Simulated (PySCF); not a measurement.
Ti(Cl)2(OH)2 (Cl₂H₂O₂Ti), SMILES [OH][Ti]([OH])([Cl])[Cl], multiplicity 1.

The structure is a stationary point at ωB97X-D3(BJ)/def2-SVP. The geometry has at least one imaginary mode, so it is a saddle point at that level. The spin state was assumed, not searched. The structure was generated by enumeration; whether it is a known compound was not checked. Other conformers were not sampled.

Level of theory: ωB97X-D3(BJ)/def2-SVP (PySCF 2.14.0).

Frequencies are harmonic and unscaled.

Computed normal modes with their intensities:
```csv
mode,ν (cm⁻¹),IR (km/mol),Raman (Å⁴/amu),depolarisation,moving atoms (share of kinetic energy)
1,166i,308.7,0.1,0.75,"H 89 %, O 11 %"
2,74i,2.7,4.3,0.75,H 96 %
3,37,209.3,6.6,0.75,H 87 %
4,121,1.4,4.1,0.75,"Cl 78 %, Ti 13 %, O 8 %"
5,179,0.1,3.9,0.75,"O 74 %, Cl 23 %"
6,180,4.8,2.1,0.75,"O 42 %, Ti 30 %, Cl 25 %"
7,182,7.6,8.1,0.75,"H 49 %, O 39 %"
8,249,66.3,0.0,–,"O 59 %, Cl 29 %, H 9 %"
9,357,10.0,2.1,0.33,"H 45 %, O 35 %, Cl 19 %"
10,446,77.2,8.6,0.04,"Cl 50 %, Ti 25 %, O 20 %"
11,506,233.1,0.4,0.75,"Ti 59 %, Cl 38 %"
12,864,208.4,21.8,0.00,"O 70 %, Ti 24 %"
13,871,225.2,3.2,0.75,"O 61 %, Ti 35 %"
14,3967,330.3,125.8,0.75,H 94 %
15,3975,518.9,157.8,0.18,H 94 %
```
